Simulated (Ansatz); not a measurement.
Stepwise reaction of `[SiH3][O][GaH2]` with hydrogen fluoride, as a gas-phase model of exchange steps in deposition or etching. ΔE in kJ/mol; ΔG adds harmonic PBE0-D4 terms to CCSD(T)/CBS, at 1 bar.

Isolated molecules relaxed with PBE0-D4/def2-TZVP in Ansatz; ΔE leaves out vibrations. CCSD(T)/CBS is the MP2 limit (def2-TZVPP, def2-QZVPP) plus CCSD(T) − MP2 in def2-TZVPP, frozen cores. This one scheme is used for every species. DFT in def2-TZVPP. B3LYP here is the variant with VWN-RPA as its local correlation; programs differ in this. For Ga outer-core shells are correlated without core-valence functions, which leaves a few kJ/mol of doubt a bond. Scalar relativity is left out up to krypton. One conformer a species, not always the lowest.

```tsv
step	reaction	PBE-D4	B3LYP-D4	ωB97M-V	CCSD(T)/CBS	ΔG(600 K)
1	`[SiH3][O][GaH2]` + H–F → `[F][GaH][O][SiH3]` + H₂	-73.2	-77.1	-74.9	-72.6	-72.4
2	`[F][GaH][O][SiH3]` + H–F → `[F][Ga]([F])[O][SiH3]` + H₂	-36.1	-39.8	-38.2	-36.5	-36.7
```

Question: By hand: ΔE of the 2 steps together at CCSD(T)/CBS.

Answer: (-72.6) + (-36.5) = -109.1 kJ/mol, or -54.5 kJ/mol a step.

In ΔE each step is higher than the one before. All are downhill at CCSD(T)/CBS. ΔG lies between -72.4 and -36.7 kJ/mol a step. PBE-D4 differs from CCSD(T)/CBS by -0.6 to 0.4 kJ/mol a step. Isolated molecules leave out the surface, adducts and barriers. Largest T1 diagnostic: 0.014.
